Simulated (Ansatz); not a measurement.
Gas-phase electronic energies from Ansatz, PBE0-D4/def2-TZVP geometries. CCSD(T)/CBS adds triple-zeta CCSD(T) − MP2 to the extrapolated MP2 energy (def2 sets, frozen cores). This one scheme is used for every species, atoms too. DFT in def2-TZVPP. B3LYP here is the variant with VWN-RPA as its local correlation; programs differ in this. HSE06 is defined as in plane-wave codes. No spin–orbit coupling; open shells (•) take unrestricted orbitals. Spin–orbit coupling would lower the free atoms: a little for C, F, O, Si. Each species was taken in one conformer, which may not be the lowest.

Consider the atomization: `C=C[Si](O)(O)F` → 2 C• + F• + 5 H• + 2 O• + Si•.

```json
{"level": "PBE-D4", "ΔE (kcal/mol)": "1141.9", "difference from CCSD(T)/CBS": "14.3"}
{"level": "r2SCAN-D4", "ΔE (kcal/mol)": "1124.7", "difference from CCSD(T)/CBS": "-2.9"}
{"level": "B97M-V", "ΔE (kcal/mol)": "1122.2", "difference from CCSD(T)/CBS": "-5.4"}
{"level": "PBE0-D4", "ΔE (kcal/mol)": "1116.8", "difference from CCSD(T)/CBS": "-10.8"}
{"level": "B3LYP-D4", "ΔE (kcal/mol)": "1118.0", "difference from CCSD(T)/CBS": "-9.6"}
{"level": "r2SCAN0-D4", "ΔE (kcal/mol)": "1102.2", "difference from CCSD(T)/CBS": "-25.4"}
{"level": "HSE06-D4", "ΔE (kcal/mol)": "1117.7", "difference from CCSD(T)/CBS": "-9.9"}
{"level": "BHLYP-D4", "ΔE (kcal/mol)": "1080.7", "difference from CCSD(T)/CBS": "-46.9"}
{"level": "CAM-B3LYP-D4", "ΔE (kcal/mol)": "1126.8", "difference from CCSD(T)/CBS": "-0.8"}
{"level": "B2PLYP", "ΔE (kcal/mol)": "1111.6", "difference from CCSD(T)/CBS": "-16.0"}
{"level": "PBE-QIDH", "ΔE (kcal/mol)": "1112.6", "difference from CCSD(T)/CBS": "-15.0"}
{"level": "BLYP", "ΔE (kcal/mol)": "1108.1", "difference from CCSD(T)/CBS": "-19.5"}
{"level": "BHLYP", "ΔE (kcal/mol)": "1074.0", "difference from CCSD(T)/CBS": "-53.6"}
{"level": "LC-ωPBE", "ΔE (kcal/mol)": "1117.5", "difference from CCSD(T)/CBS": "-10.1"}
{"level": "MP2/def2-SVP", "ΔE (kcal/mol)": "1072.7", "difference from CCSD(T)/CBS": "-54.9"}
{"level": "CCSD(T)/def2-SVP", "ΔE (kcal/mol)": "1046.0", "difference from CCSD(T)/CBS": "-81.6"}
{"level": "CCSD(T)/CBS", "ΔE (kcal/mol)": "1127.6", "difference from CCSD(T)/CBS": "0"}
```

Largest T1 diagnostic among the species: 0.012.

From r2SCAN to r2SCAN0 (25 % exact exchange), in def2-TZVPP and without D4, ΔE moves by −22.8 kcal/mol: exact exchange takes away binding that semilocal exchange gives to molecules. At CCSD(T), def2-SVP lies −81.6 kcal/mol from the extrapolated value and def2-TZVPP −32.4 kcal/mol: correlation converges slowly with the basis, and small sets miss more of it in the bonded molecule than in its fragments.

For atomizations the MP2-based limit and the directly extrapolated one differ by several kJ/mol either way, and by 10 to 25 for some Ge, Se and Sn compounds, so smaller differences from it don't rank the levels.
